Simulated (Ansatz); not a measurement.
Ansatz (a program for electronic structure) input (HF/3-21G): The .json file is the Basis Set Exchange's 3-21G.

Ansatz 0.2 input:
```yaml
crystal:
  periodic: [false, false, false]
  atoms:
    - {symbol: B, position_ang: [-0.00000000, -0.00000000, -0.64654863]}
    - {symbol: O, position_ang: [-0.00000000, -0.00000000, -1.85599819]}
    - {symbol: Cl, position_ang: [0.00000000, 0.00000000, 1.06357227]}
basis:
  gaussian:
    orbitals: 3-21G.json
hamiltonian:
  xc: {name: HF}
phonons: {temperatures: {t_min: 298.15, t_max: 298.15, t_step: 100}}
```

Output:

```
Functional definition: HF
integrals: 0.00 GiB planned
384 factors; integrals over basis functions are off by at most 1.5e-4 eV
mean field: 0.06 GiB planned
mean field evaluation 1: about -15135.7715 eV, gradient 3.9e1 eV
mean field evaluation 2: about -15135.7747 eV, gradient 3.9e1 eV
mean field evaluation 4: about -15139.3002 eV, gradient 2.0e0 eV
mean field evaluation 8: about -15139.3285 eV, gradient 3.4e-4 eV
mean field -15139.32848504 eV, -556.3600600199 hartree, gradient 1.6e-5 eV, S^2 0.000000; 0 other end points of the search recorded, 0 dependent functions left out
the calculation of the forces begins
reference -15139.32848504 eV, -556.3600600199 hartree; 15, 15 occupied and 16, 16 virtual orbitals, 384 factors
these checks for a lower state are left out or cut short: stability, starts, cluster_reference, orbital_swaps, neighbouring_geometries, increment
integrals: 0.00 GiB planned
384 factors; integrals over basis functions are off by at most 1.5e-4 eV
mean field: 0.06 GiB planned
mean field evaluation 16: about -15139.3285 eV, gradient 3.1e-6 eV
mean field -15139.32846646 eV, -556.3600593371 hartree, gradient 2.0e-6 eV, S^2 0.000000; 0 other end points of the search recorded, 0 dependent functions left out
the calculation of the forces begins
reference -15139.32846646 eV, -556.3600593371 hartree; 15, 15 occupied and 16, 16 virtual orbitals, 384 factors
these checks for a lower state are left out or cut short: stability, starts, cluster_reference, orbital_swaps, neighbouring_geometries, increment
integrals: 0.00 GiB planned
384 factors; integrals over basis functions are off by at most 1.5e-4 eV
mean field: 0.06 GiB planned
mean field -15139.32846646 eV, -556.3600593371 hartree, gradient 2.0e-6 eV, S^2 0.000000; 0 other end points of the search recorded, 0 dependent functions left out
the calculation of the forces begins
reference -15139.32846646 eV, -556.3600593371 hartree; 15, 15 occupied and 16, 16 virtual orbitals, 384 factors
these checks for a lower state are left out or cut short: stability, starts, cluster_reference, orbital_swaps, neighbouring_geometries, increment
integrals: 0.00 GiB planned
384 factors; integrals over basis functions are off by at most 1.5e-4 eV
mean field: 0.06 GiB planned
mean field evaluation 32: about -15139.3285 eV, gradient 3.1e-6 eV
mean field -15139.32846646 eV, -556.3600593371 hartree, gradient 2.0e-6 eV, S^2 0.000000; 0 other end points of the search recorded, 0 dependent functions left out
the calculation of the forces begins
reference -15139.32846646 eV, -556.3600593371 hartree; 15, 15 occupied and 16, 16 virtual orbitals, 384 factors
these checks for a lower state are left out or cut short: stability, starts, cluster_reference, orbital_swaps, neighbouring_geometries, increment
integrals: 0.00 GiB planned
384 factors; integrals over basis functions are off by at most 1.5e-4 eV
mean field: 0.06 GiB planned
mean field -15139.32846646 eV, -556.3600593371 hartree, gradient 2.0e-6 eV, S^2 0.000000; 0 other end points of the search recorded, 0 dependent functions left out
the calculation of the forces begins
reference -15139.32846646 eV, -556.3600593371 hartree; 15, 15 occupied and 16, 16 virtual orbitals, 384 factors
these checks for a lower state are left out or cut short: stability, starts, cluster_reference, orbital_swaps, neighbouring_geometries, increment
integrals: 0.00 GiB planned
384 factors; integrals over basis functions are off by at most 1.5e-4 eV
mean field: 0.06 GiB planned
mean field -15139.32809570 eV, -556.3600457119 hartree, gradient 2.1e-6 eV, S^2 0.000000; 0 other end points of the search recorded, 0 dependent functions left out
the calculation of the forces begins
reference -15139.32809570 eV, -556.3600457119 hartree; 15, 15 occupied and 16, 16 virtual orbitals, 384 factors
these checks for a lower state are left out or cut short: stability, starts, cluster_reference, orbital_swaps, neighbouring_geometries, increment
integrals: 0.00 GiB planned
384 factors; integrals over basis functions are off by at most 1.5e-4 eV
mean field: 0.06 GiB planned
mean field -15139.32809478 eV, -556.3600456781 hartree, gradient 2.0e-6 eV, S^2 0.000000; 0 other end points of the search recorded, 0 dependent functions left out
the calculation of the forces begins
reference -15139.32809478 eV, -556.3600456781 hartree; 15, 15 occupied and 16, 16 virtual orbitals, 384 factors
these checks for a lower state are left out or cut short: stability, starts, cluster_reference, orbital_swaps, neighbouring_geometries, increment
integrals: 0.00 GiB planned
384 factors; integrals over basis functions are off by at most 1.5e-4 eV
mean field: 0.06 GiB planned
mean field evaluation 64: about -15139.3285 eV, gradient 3.1e-6 eV
mean field -15139.32847867 eV, -556.3600597856 hartree, gradient 2.0e-6 eV, S^2 0.000000; 0 other end points of the search recorded, 0 dependent functions left out
the calculation of the forces begins
reference -15139.32847867 eV, -556.3600597856 hartree; 15, 15 occupied and 16, 16 virtual orbitals, 384 factors
these checks for a lower state are left out or cut short: stability, starts, cluster_reference, orbital_swaps, neighbouring_geometries, increment
integrals: 0.00 GiB planned
384 factors; integrals over basis functions are off by at most 1.5e-4 eV
mean field: 0.06 GiB planned
mean field -15139.32847867 eV, -556.3600597856 hartree, gradient 2.0e-6 eV, S^2 0.000000; 0 other end points of the search recorded, 0 dependent functions left out
the calculation of the forces begins
reference -15139.32847867 eV, -556.3600597856 hartree; 15, 15 occupied and 16, 16 virtual orbitals, 384 factors
these checks for a lower state are left out or cut short: stability, starts, cluster_reference, orbital_swaps, neighbouring_geometries, increment
integrals: 0.00 GiB planned
384 factors; integrals over basis functions are off by at most 1.5e-4 eV
mean field: 0.06 GiB planned
mean field -15139.32847867 eV, -556.3600597856 hartree, gradient 2.0e-6 eV, S^2 0.000000; 0 other end points of the search recorded, 0 dependent functions left out
the calculation of the forces begins
reference -15139.32847867 eV, -556.3600597856 hartree; 15, 15 occupied and 16, 16 virtual orbitals, 384 factors
these checks for a lower state are left out or cut short: stability, starts, cluster_reference, orbital_swaps, neighbouring_geometries, increment
integrals: 0.00 GiB planned
384 factors; integrals over basis functions are off by at most 1.5e-4 eV
mean field: 0.06 GiB planned
mean field -15139.32847867 eV, -556.3600597856 hartree, gradient 2.0e-6 eV, S^2 0.000000; 0 other end points of the search recorded, 0 dependent functions left out
the calculation of the forces begins
reference -15139.32847867 eV, -556.3600597856 hartree; 15, 15 occupied and 16, 16 virtual orbitals, 384 factors
these checks for a lower state are left out or cut short: stability, starts, cluster_reference, orbital_swaps, neighbouring_geometries, increment
integrals: 0.00 GiB planned
384 factors; integrals over basis functions are off by at most 1.5e-4 eV
mean field: 0.06 GiB planned
mean field evaluation 96: about -15139.3282 eV, gradient 3.1e-6 eV
mean field -15139.32817461 eV, -556.3600486116 hartree, gradient 2.0e-6 eV, S^2 0.000000; 0 other end points of the search recorded, 0 dependent functions left out
the calculation of the forces begins
reference -15139.32817461 eV, -556.3600486116 hartree; 15, 15 occupied and 16, 16 virtual orbitals, 384 factors
these checks for a lower state are left out or cut short: stability, starts, cluster_reference, orbital_swaps, neighbouring_geometries, increment
integrals: 0.00 GiB planned
384 factors; integrals over basis functions are off by at most 1.5e-4 eV
mean field: 0.06 GiB planned
mean field -15139.32817728 eV, -556.3600487099 hartree, gradient 2.0e-6 eV, S^2 0.000000; 0 other end points of the search recorded, 0 dependent functions left out
the calculation of the forces begins
reference -15139.32817728 eV, -556.3600487099 hartree; 15, 15 occupied and 16, 16 virtual orbitals, 384 factors
these checks for a lower state are left out or cut short: stability, starts, cluster_reference, orbital_swaps, neighbouring_geometries, increment
integrals: 0.00 GiB planned
384 factors; integrals over basis functions are off by at most 1.5e-4 eV
mean field: 0.06 GiB planned
mean field -15139.32848185 eV, -556.3600599028 hartree, gradient 2.0e-6 eV, S^2 0.000000; 0 other end points of the search recorded, 0 dependent functions left out
the calculation of the forces begins
reference -15139.32848185 eV, -556.3600599028 hartree; 15, 15 occupied and 16, 16 virtual orbitals, 384 factors
these checks for a lower state are left out or cut short: stability, starts, cluster_reference, orbital_swaps, neighbouring_geometries, increment
integrals: 0.00 GiB planned
384 factors; integrals over basis functions are off by at most 1.5e-4 eV
mean field: 0.06 GiB planned
mean field -15139.32848185 eV, -556.3600599028 hartree, gradient 2.0e-6 eV, S^2 0.000000; 0 other end points of the search recorded, 0 dependent functions left out
the calculation of the forces begins
reference -15139.32848185 eV, -556.3600599028 hartree; 15, 15 occupied and 16, 16 virtual orbitals, 384 factors
these checks for a lower state are left out or cut short: stability, starts, cluster_reference, orbital_swaps, neighbouring_geometries, increment
integrals: 0.00 GiB planned
384 factors; integrals over basis functions are off by at most 1.5e-4 eV
mean field: 0.06 GiB planned
mean field evaluation 128: about -15139.3285 eV, gradient 3.1e-6 eV
mean field -15139.32848185 eV, -556.3600599028 hartree, gradient 2.0e-6 eV, S^2 0.000000; 0 other end points of the search recorded, 0 dependent functions left out
the calculation of the forces begins
reference -15139.32848185 eV, -556.3600599028 hartree; 15, 15 occupied and 16, 16 virtual orbitals, 384 factors
these checks for a lower state are left out or cut short: stability, starts, cluster_reference, orbital_swaps, neighbouring_geometries, increment
integrals: 0.00 GiB planned
384 factors; integrals over basis functions are off by at most 1.5e-4 eV
mean field: 0.06 GiB planned
mean field -15139.32848185 eV, -556.3600599028 hartree, gradient 2.0e-6 eV, S^2 0.000000; 0 other end points of the search recorded, 0 dependent functions left out
the calculation of the forces begins
reference -15139.32848185 eV, -556.3600599028 hartree; 15, 15 occupied and 16, 16 virtual orbitals, 384 factors
these checks for a lower state are left out or cut short: stability, starts, cluster_reference, orbital_swaps, neighbouring_geometries, increment
integrals: 0.00 GiB planned
384 factors; integrals over basis functions are off by at most 1.5e-4 eV
mean field: 0.06 GiB planned
mean field -15139.32839893 eV, -556.3600568554 hartree, gradient 2.0e-6 eV, S^2 0.000000; 0 other end points of the search recorded, 0 dependent functions left out
the calculation of the forces begins
reference -15139.32839893 eV, -556.3600568554 hartree; 15, 15 occupied and 16, 16 virtual orbitals, 384 factors
these checks for a lower state are left out or cut short: stability, starts, cluster_reference, orbital_swaps, neighbouring_geometries, increment
integrals: 0.00 GiB planned
384 factors; integrals over basis functions are off by at most 1.5e-4 eV
mean field: 0.06 GiB planned
mean field -15139.32839710 eV, -556.3600567882 hartree, gradient 2.0e-6 eV, S^2 0.000000; 0 other end points of the search recorded, 0 dependent functions left out
the calculation of the forces begins
reference -15139.32839710 eV, -556.3600567882 hartree; 15, 15 occupied and 16, 16 virtual orbitals, 384 factors
Total energy: -15139.32848504 eV, -556.3600600199 hartree
Atom 0 at    -0.000000    -0.000000    -0.646549 Å, force    -0.000000    -0.000000    -0.000273 eV/Å
Atom 1 at    -0.000000    -0.000000    -1.855998 Å, force     0.000000    -0.000000     0.000063 eV/Å
Atom 2 at     0.000000     0.000000     1.063572 Å, force     0.000000    -0.000000     0.000210 eV/Å
Dipole moment:     0.000000     0.000000     0.362728 e Å
Vibrations: 438.25 438.25 671.80 2140.33 cm⁻¹, zero-point energy 0.228667 eV
```

The blocks after the first are displaced geometries, from whose forces the wavenumbers follow.
